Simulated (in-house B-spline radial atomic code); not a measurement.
Values are calculated unless marked as measured or tabulated.
**Hot electrons crossing n-type InAs, n = 4.38e16 cm⁻³: losses to the electron gas**

For InAs the NSM archive of the Ioffe Institute lists m* = 0.023 m0, ε = 15.15 and an optical phonon energy of 30 meV.

The electrons form a uniform gas at zero temperature with Lindhard's dielectric function (RPA). An added electron of energy E, from the band bottom, collides once per mean free path λ, with 1/λ = (1/πE) ∫dω ∫dq/q Im(−1/ε(q, ω)), in atomic (or effective) units, with ω up to E − E_F and q between √(2E) ∓ √(2(E − ω)); electron-hole pairs and the plasmon pole are integrated apart. No exchange between the two electrons. One parabolic band and the static dielectric constant; phonons, their coupling to plasmons and impurity scattering are left out.

(1) Find the scales.

```
E − E_F (meV)  λ (nm)  share of plasmon losses  lifetime (fs)
         9.85    1900                     0.00           2830
         14.8    1110                     0.00           1520
         19.7     719                     0.00            926
         25.6     356                     0.27            428
         31.5     309                     0.33            349
         39.4     296                     0.37            312
         49.2     302                     0.41            294
           63     321                     0.45            285
         78.8     349                     0.48            284
```

(2) Electrons are injected 49.2 meV above E_F into a base 20 nm thick. What share crosses without exciting the gas, and how long does the crossing take?

Results:

(1) a* = 34.86 nm and Ha* = 2.727 meV, and this density means r_s = 0.505. k_F = 1.91916/r_s = 3.8003, so E_F = 19.7 meV, and the zero-temperature picture needs T well below 230 K. ω_p = √(3/r_s³) = 4.826 Ha* = 13.2 meV, 0.44 times the phonon energy. Plasmon emission opens at E − E_F = 20.3 meV.

(2) exp(−20/302) = 0.936. The speed is √(2E) = 7.11 in units of Ha* a*/ħ, or 1.03 nm/fs, so the transit takes 19.5 fs, against a lifetime of 294 fs. Phonon and impurity scattering lower the share further.
